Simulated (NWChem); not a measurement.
System: AlGeH$_{5}$; SMILES [AlH2][GeH3]

```xyz
7

Al    -0.0333    -1.7105    -0.0006
Ge    -0.0805     0.7795    -0.0088
H     -1.5029     1.3900    -0.1064
H      0.5594     1.3687     1.2791
H      0.7363     1.3752    -1.1882
H      1.3639    -2.4732    -0.0008
H     -1.3768    -2.5635     0.0099
```
Atoms are numbered in this order, from 1.

STO-3G and 3-21G are far too small for this property and stand as cheap habits. Geometry: optimised at B3LYP/6-31G* (spherical d).

**Question.** Give the principal values of the shielding tensors (ppm) of Al1, Ge2 from Hartree-Fock/STO-3G, GIAO (NWChem), with their diamagnetic and paramagnetic parts as GIAO splits them.

**Answer.** 
```
atom     σ11     σ22     σ33  isotropic  diamagnetic  paramagnetic
----  ------  ------  ------  ---------  -----------  ------------
Al1    193.6   302.5   504.8      333.6        781.3        -447.7
Ge2   2424.6  2453.9  2468.3     2448.9       2736.1        -287.2
```
